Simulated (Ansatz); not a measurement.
Gas-phase electronic energies from Ansatz, PBE0-D4/def2-TZVP geometries. CBS: MP2 limit from def2 TZ/QZ plus the TZ coupled-cluster correction, frozen cores. Functionals use def2-TZVPP. B3LYP here is the variant with VWN-RPA as its local correlation; programs differ in this. def2 core potentials past Kr. For Sb outer-core shells are correlated without core-valence functions, which leaves a few kJ/mol of doubt a bond. Each species was taken in one conformer, which may not be the lowest.

Reaction (redistribution): `CCNBN` + `Cl[SiH2][SbH2]` → `NB[SiH2]Cl` + `CC[NH][SbH2]`

```csv
level,ΔE (kJ/mol),difference from CCSD(T)/CBS
PBE-D4,160.3,2.1
r2SCAN-D4,165.2,7.0
PBE0-D4,167.2,9.0
B3LYP-D4,161.3,3.1
ωB97X-V,157.5,-0.7
ωB97M-V,163.9,5.7
B2PLYP,161.1,2.9
PBE,161.3,3.1
r2SCAN,165.5,7.3
PBE0,168.0,9.8
B3LYP,163.0,4.8
HF/def2-TZVPP,167.9,9.7
MP2/def2-TZVPP,161.6,3.4
SCS-MP2/def2-TZVPP,155.3,-2.9
CCSD/def2-TZVPP,157.7,-0.5
CCSD(T)/def2-TZVPP,155.3,-2.9
HF/def2-QZVPP,166.9,8.7
MP2/def2-QZVPP,162.9,4.7
SCS-MP2/def2-QZVPP,156.8,-1.4
HF/CBS(def2),166.7,8.5
MP2/CBS(def2),164.5,6.3
CCSD/CBS(def2),160.7,2.5
CCSD(T)/CBS,158.2,0
```

Largest T1 diagnostic among the species: 0.012.

From PBE to PBE0 (25 % exact exchange), in def2-TZVPP and without D4, ΔE moves by +6.6 kJ/mol. In def2-TZVPP, CCSD(T) changes the Hartree–Fock value by −12.6 kJ/mol (the triples alone add −2.5 kJ/mol) and MP2 by −6.3 kJ/mol.
